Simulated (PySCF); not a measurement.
# Indirect couplings

Geometry (Å), atoms numbered from 1 in this order:
```xyz
21

C    -3.4588    0.6730    0.7888
C    -2.3739    1.2431    0.2478
C    -1.0480    0.6369    0.1432
C    -0.0360    1.3215   -0.4199
C     1.3550    0.8133   -0.5772
F     1.7191    0.8894   -1.9151
C     1.5275   -0.5921   -0.0849
C     2.8945   -1.1939   -0.2455
F     3.0311   -2.3291    0.4476
F     3.8361   -0.3452    0.1901
F     3.1750   -1.4724   -1.5183
C     0.5384   -1.2791    0.4916
C    -0.8386   -0.7487    0.6750
H    -3.4446   -0.3327    1.2168
H    -4.4130    1.2034    0.8205
H    -2.4568    2.2558   -0.1618
H    -0.2114    2.3295   -0.8085
H     2.0627    1.4722   -0.0391
H     0.7396   -2.2882    0.8611
H    -1.5539   -1.4409    0.1932
H    -1.1029   -0.7851    1.7482
```

Method: B3LYP/pcJ-1 (spin–dipole term only in couplings to heteroatoms)//PBE0-D3(BJ)/def2-SVP, PySCF 2.14; isolated molecule, single conformer, non-relativistic. Couplings are averaged over pairs made equivalent by symmetry, fast rotation or ring inversion, so a value needn't be that of the named pair in this geometry, while other rotamers aren't included; one pair stands for each set, and the list holds a selection of those of at least 0.8 Hz over up to four bonds, among pairs with at least one F or H atom (others weren't computed). One-bond C–F couplings come out tens of Hz too large with common functionals.

Isotopes: $^{13}$C, $^{19}$F, $^{1}$H.

```json
{"pair": "C1, H14", "bonds": "1", "J (Hz)": "164.4"}
{"pair": "C1, H15", "bonds": "1", "J (Hz)": "?"}
{"pair": "C2, H16", "bonds": "1", "J (Hz)": "163.2"}
{"pair": "C4, H17", "bonds": "1", "J (Hz)": "?"}
{"pair": "C5, F6", "bonds": "1", "J (Hz)": "-223.0"}
{"pair": "C5, H18", "bonds": "1", "J (Hz)": "158.8"}
{"pair": "C8, F9", "bonds": "1", "J (Hz)": "-336.6"}
{"pair": "C12, H19", "bonds": "1", "J (Hz)": "169.3"}
{"pair": "C13, H20", "bonds": "1", "J (Hz)": "132.4"}
{"pair": "C13, H21", "bonds": "1", "J (Hz)": "?"}
{"pair": "C2, H14", "bonds": "2", "J (Hz)": "?"}
{"pair": "C4, H18", "bonds": "2", "J (Hz)": "-5.2"}
{"pair": "C5, H17", "bonds": "2", "J (Hz)": "?"}
{"pair": "H20, H21", "bonds": "2", "J (Hz)": "-28.3"}
{"pair": "C7, H20", "bonds": "3", "J (Hz)": "6.8"}
{"pair": "C8, H19", "bonds": "3", "J (Hz)": "7.2"}
{"pair": "C13, H16", "bonds": "3", "J (Hz)": "5.3"}
{"pair": "H17, H18", "bonds": "3", "J (Hz)": "4.8"}
{"pair": "C1, H17", "bonds": "4", "J (Hz)": "?"}
{"pair": "C2, H18", "bonds": "4", "J (Hz)": "-2.0"}
{"pair": "C4, H14", "bonds": "4", "J (Hz)": "-1.6"}
{"pair": "C4, H15", "bonds": "4", "J (Hz)": "-1.0"}
{"pair": "F6, C13", "bonds": "4", "J (Hz)": "-5.6"}
{"pair": "F6, H19", "bonds": "4", "J (Hz)": "-1.4"}
{"pair": "C13, H18", "bonds": "4", "J (Hz)": "?"}
{"pair": "H17, H21", "bonds": "4", "J (Hz)": "?"}
```

Q: Estimate the withheld couplings, with signs.

A: 
- $^{1}J$(C1,H15) = 172.0 Hz (bond length 1.092 Å, sp2 carbon)
- $^{1}J$(C4,H17) = 169.9 Hz (bond length 1.094 Å, sp2 carbon)
- $^{1}J$(C13,H21) = 133.8 Hz (bond length 1.106 Å, sp3 carbon)
- $^{2}J$(C2,H14) = -1.9 Hz (angle at C1 123°)
- $^{2}J$(C5,H17) = 1.5 Hz (angle at C4 115°)
- $^{4}J$(C1,H17) = -0.9 Hz
- $^{4}J$(C13,H18) = -2.1 Hz
- $^{4}J$(H17,H21) = -2.0 Hz
